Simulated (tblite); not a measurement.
Compound: C₄H₁₀AsGe (doublet state).
SMILES with atom numbers: `[AsH2:1][GeH2:2][C:3]1[CH2:4][CH2:5][CH2:6]1` (hydrogens: H7, H8 on As1; H9, H10 on Ge2; H11, H12 on C4; H13, H14 on C5; H15, H16 on C6)

Computed with GFN2-xTB (tblite), gas phase: L-BFGS steps from a force-field or distance-geometry start until the largest atomic force falls under 0.01 eV/Å.

Step 56: E = -486.0778 eV
```
atom  x, y, z in Å  |  force x, y, z in eV/Å
As1     2.7755   -0.3780    0.8680    0.023  -0.002  -0.022
Ge2     1.1500   -1.2108   -0.7213    0.004  -0.023  -0.007
C3     -0.5861   -0.4275   -0.4879    0.004   0.035  -0.013
C4     -0.9712    1.0090   -0.7180   -0.007  -0.007  -0.022
C5     -1.5166    1.0442    0.7178   -0.009   0.018   0.004
C6     -1.4139   -0.4863    0.7660    0.000  -0.064  -0.007
H7      3.9131   -0.6923   -0.0608   -0.030   0.030   0.013
H8      2.6718    0.9951    0.2623    0.024  -0.010  -0.001
H9      1.5494   -1.0467   -2.1755    0.003   0.017   0.014
H10     1.0034   -2.7107   -0.5475   -0.031  -0.010  -0.008
H11    -0.1664    1.7030   -0.9714    0.013   0.002   0.023
H12    -1.7628    1.1289   -1.4623    0.015  -0.016  -0.012
H13    -0.8207    1.5201    1.4067    0.016   0.011   0.011
H14    -2.5085    1.4711    0.8546   -0.025   0.012  -0.008
H15    -2.3803   -0.9727    0.6153   -0.020  -0.012   0.004
H16    -0.9443   -0.9380    1.6427    0.020   0.019   0.030
```

Step 57: E = -486.0782 eV
```
atom  x, y, z in Å  |  force x, y, z in eV/Å
As1     2.7851   -0.3863    0.8638    0.022  -0.004   0.002
Ge2     1.1505   -1.2104   -0.7190    0.017  -0.043  -0.020
C3     -0.5831   -0.4252   -0.4817    0.008   0.012  -0.028
C4     -0.9700    1.0091   -0.7170   -0.011   0.003  -0.005
C5     -1.5224    1.0461    0.7164   -0.007   0.010   0.005
C6     -1.4147   -0.4846    0.7688   -0.002  -0.041  -0.005
H7      3.9200   -0.6915   -0.0705   -0.030   0.029   0.004
H8      2.6758    0.9911    0.2702    0.025  -0.005  -0.007
H9      1.5424   -1.0448   -2.1746    0.009   0.023   0.008
H10     1.0060   -2.7119   -0.5511   -0.036  -0.001  -0.002
H11    -0.1660    1.7043   -0.9688    0.021   0.007   0.028
H12    -1.7577    1.1265   -1.4649   -0.001  -0.019  -0.024
H13    -0.8303    1.5253    1.4070    0.002   0.013   0.010
H14    -2.5173    1.4688    0.8468   -0.009   0.014  -0.004
H15    -2.3786   -0.9742    0.6158   -0.034  -0.019   0.000
H16    -0.9473   -0.9336    1.6477    0.026   0.022   0.039
```

Step 58: E = -486.0787 eV
```
atom  x, y, z in Å  |  force x, y, z in eV/Å
As1     2.8011   -0.3980    0.8596    0.016   0.001   0.011
Ge2     1.1521   -1.2096   -0.7152    0.027  -0.052  -0.026
C3     -0.5792   -0.4220   -0.4748    0.006  -0.014  -0.028
C4     -0.9700    1.0094   -0.7163   -0.010   0.014   0.009
C5     -1.5299    1.0483    0.7148   -0.003  -0.009   0.002
C6     -1.4163   -0.4831    0.7714   -0.006  -0.006   0.001
H7      3.9293   -0.6907   -0.0863   -0.032   0.028  -0.003
H8      2.6836    0.9859    0.2824    0.026  -0.009  -0.009
H9      1.5356   -1.0417   -2.1721    0.017   0.027  -0.001
H10     1.0071   -2.7121   -0.5534   -0.040   0.004   0.003
H11    -0.1672    1.7068   -0.9668    0.017   0.004   0.034
H12    -1.7541    1.1218   -1.4685   -0.005  -0.019  -0.026
H13    -0.8415    1.5314    1.4071   -0.021   0.010   0.002
H14    -2.5281    1.4669    0.8383    0.015   0.011   0.001
H15    -2.3782   -0.9759    0.6146   -0.028  -0.019   0.001
H16    -0.9519   -0.9286    1.6540    0.021   0.028   0.028
```

**Question.** Estimate the geometry and energy of step 59. (The exact step hangs on the optimiser's Hessian estimate; all steps are aligned on step 58, rigid shifts and turns removed.)

**Answer.** E = -486.0792 eV, largest force 0.056 eV/Å
```
atom  x, y, z in Å  |  force x, y, z in eV/Å
As1     2.8134   -0.4076    0.8551   -0.002   0.001   0.035
Ge2     1.1528   -1.2101   -0.7128    0.026  -0.043  -0.024
C3     -0.5768   -0.4198   -0.4694    0.010  -0.048  -0.019
C4     -0.9691    1.0096   -0.7154   -0.003   0.017   0.025
C5     -1.5370    1.0500    0.7131    0.002  -0.028  -0.003
C6     -1.4176   -0.4824    0.7742   -0.006   0.040   0.005
H7      3.9347   -0.6890   -0.0995   -0.016   0.021  -0.020
H8      2.6906    0.9812    0.2922    0.022  -0.004  -0.014
H9      1.5288   -1.0371   -2.1701    0.025   0.026  -0.014
H10     1.0080   -2.7127   -0.5561   -0.043   0.002   0.006
H11    -0.1650    1.7068   -0.9625    0.011   0.009   0.037
H12    -1.7480    1.1195   -1.4730   -0.015  -0.016  -0.029
H13    -0.8530    1.5374    1.4074   -0.043   0.005  -0.006
H14    -2.5385    1.4645    0.8287    0.038   0.006   0.007
H15    -2.3778   -0.9787    0.6167   -0.017  -0.019   0.001
H16    -0.9532   -0.9228    1.6600    0.012   0.032   0.014
```

The energy changes by -0.0005 eV. The first-order estimate −F·Δx gives -0.0007 eV and the mean of the old and new forces, exact on a quadratic surface, -0.0005 eV. The step makes an angle of 81° with the force vector and moves no atom by more than 0.016 Å.

The cost below is that of the whole relaxation. On one thread, Arm Neoverse V2 (aarch64), no GPU (shared host), this took 0.58 s.
